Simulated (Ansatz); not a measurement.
```json
{"atom": "Si", "x (Å)": "0.0052", "y (Å)": "-0.0473", "z (Å)": "0.0154"}
{"atom": "F", "x (Å)": "0.8949", "y (Å)": "0.8975", "z (Å)": "0.8743"}
{"atom": "F", "x (Å)": "0.8808", "y (Å)": "-0.9181", "z (Å)": "-0.8802"}
{"atom": "F", "x (Å)": "-0.8752", "y (Å)": "0.8868", "z (Å)": "-0.9125"}
{"atom": "F", "x (Å)": "-0.8692", "y (Å)": "-0.9265", "z (Å)": "0.9304"}
```

Basis set: 6-31G (spherical functions). Left uncorrelated: 9 orbitals. Charge 0, multiplicity 1.

Computed with Ansatz (development build ahead of 0.2.0); each method stands on the lowest determinant of its kind that the runs found. Restricted open shells among the atoms or ions are ROHF, correlated in semicanonical orbitals with singles.

The atomization energy at this shape (free ground-state atoms in the same class of orbitals less the molecule, no zero-point energy) of singlet SiF₄:

```csv
method,atomization energy
RHF,12.08 eV
```

Question: What does RHF-MP2 give?

Answer: 17.66 eV.

This basis has no polarisation functions and is too small for such energies, which can lie far from measured ones in either direction.
